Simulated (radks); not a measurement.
Valence configurations of Pd IV (all share [Kr]). Method: scalar-relativistic Kohn-Sham, BLYP, spin-unpolarised, spherical densities, finite nucleus; Fermi nuclear charge, rms radius 4.5318 fm; computed with a radial shooting solver on a logarithmic mesh with Libxc functionals. Energies are relative to 4d7; eigenvalues in eV.

| valence | E (eV) | e(4d) | e(5p) | e(5s) |
|---|---|---|---|---|
| 4d7 | 0.000 | -41.515 | - | - |
| 4d5 5p2 | 42.648 | -52.176 | -27.413 | - |
| 4d5 5s2 | 26.156 | -50.031 | - | -34.441 |
| 4d6 5p1 | 19.627 | -46.818 | -25.517 | - |
| 4d5.5 5p1.5 | 30.705 | -49.493 | -26.476 | - |
| 4d6 5s1 | 11.845 | -45.705 | - | -32.649 |
| 4d6.5 5p0.5 | 9.398 | -44.155 | -24.534 | - |
| 4d4.5 5s0.5 5p2 | 51.184 | -54.350 | -28.066 | -36.615 |
| 4d6.5 5s0.5 | 5.623 | -43.589 | - | -31.749 |

NIST lists [Kr] 4d7 as the ground configuration; this level of theory agrees among the configurations tried. The energies are those of spherical spin-averaged densities, not of single terms.
